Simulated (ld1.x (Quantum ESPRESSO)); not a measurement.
# Before and after: TM potential for Tl

```json
{
 "Element": "Tl",
 "Generator": "ld1.x (Quantum ESPRESSO) 7.5",
 "Type": "norm-conserving Troullier–Martins (Kleinman–Bylander form)",
 "Functional": "PBEsol",
 "Relativity": "scalar-relativistic",
 "Frozen core": "[Xe] 4f14 5d10",
 "Valence charge": "3",
 "Reference configuration": "6s2 6p0.75 (charge +0.25)",
 "Partial waves": "6p (bound): rc 3.00 bohr; 6d channel at -0.2 Ry: rc 2.30 bohr; 6s (bound): rc 1.70 bohr",
 "Local potential": "the s channel",
 "Core correction": "none"
}
```

All-electron outer shells of the reference configuration (PBEsol, scalar-relativistic, ld1.x):

```tsv
shell	level (eV)	outermost node (bohr)	outermost maximum (bohr)
5d	-17.13	0.53	1.11
6s	-11.15	1.04	2.08
6p	-3.68	1.23	2.84
```

Change: local potential all-electron potential smoothed inside 2.10 bohr (lloc = -1).

Cutoffs: the cutoffs (Ry, on a coarse ladder) from which the occupation-weighted sum of valence levels, in a spherical-Bessel basis at the reference potential, stays within 10 and 1 mRy of its value at 400 Ry; they do not see the model core or the augmentation charge, which bear on the density cutoff. Errors are all-electron minus pseudo energies relative to the spin-unpolarised reference configuration.

Question: Predict the effect on cutoff, ghosts and configuration errors.

Answer: The potential gets neither clearly harder nor softer (30 Ry and 80 Ry → 30 Ry and 80 Ry); the bound ghosts move from d to d, s; the number of tests that count goes from 7 to 6; of the 6 tests that both files solve, the error grows in 2 and shrinks in 2 by more than 15 % and 0.3 meV (median size 3.6 → 80.9 meV); the range in which the s phases agree narrows (upper end 1.0 → -0.7); the range in which the p phases agree narrows (upper end 2.1 → 1.1). In the separable form a ghost depends on how the local part lies against the semilocal potential of the channel, so the choice of the local part can create or remove one.

| quantity | base | changed |
| --- | --- | --- |
| cutoff, loose | 30 Ry | 30 Ry |
| cutoff, tight | 80 Ry | 80 Ry |
| loose cutoff by channel (10 mRy a level) | p 6 Ry, s 25 Ry | s 12 Ry, p 6 Ry |
| bound ghosts | d | d, s |
| tests counted (converged, no solver errors) | 7 of 7 | 6 of 7 |
| error for 6s2 6p1, meV [ΔE -0.75 eV] | +1.6 | +0.4 |
| error for 6s2 6p0, meV [ΔE 4.40 eV] | +19 | +287 |
| error for 6s0 6p3, meV [ΔE 14.54 eV] | +157 | +160 |
| error for 6s1 6p1, meV [ΔE 12.76 eV] | -1.7 | +753 |
| error for 6s2 6p1.3, meV [ΔE -1.24 eV] | +5.5 | +1.9 |
| error for 6s2 6p0.5, meV [ΔE 1.09 eV] | +1.2 | -1.2 |
| s: phases at 3.24 bohr within 0.05 rad from the reference energy up to (Ry; the scan ends near 5) | 1.0 | -0.7 |
| p: phases at 3.24 bohr within 0.05 rad from the reference energy up to (Ry; the scan ends near 5) | 2.1 | 1.1 |
| d: phases at 3.24 bohr within 0.05 rad from the reference energy up to (Ry; the scan ends near 5) | 0.5 | 0.3 |

Base: ld1.x printed “convergence not achieved” for 6 of the counted tests; their residual had stalled under 1e-8, short of the target of 1e-14. Changed file: Tests not counted: 6s1 6p0 (solver errors, printed error -3.8 eV). ld1.x printed “convergence not achieved” for 5 of the counted tests; their residual had stalled under 1e-8, short of the target of 1e-14. A true bound ghost makes a file unfit for plane-wave use even where its test errors are small: the radial tests pick states by their node count and pass the ghost by. Where a test does run into it, the solver fails or the error is huge.
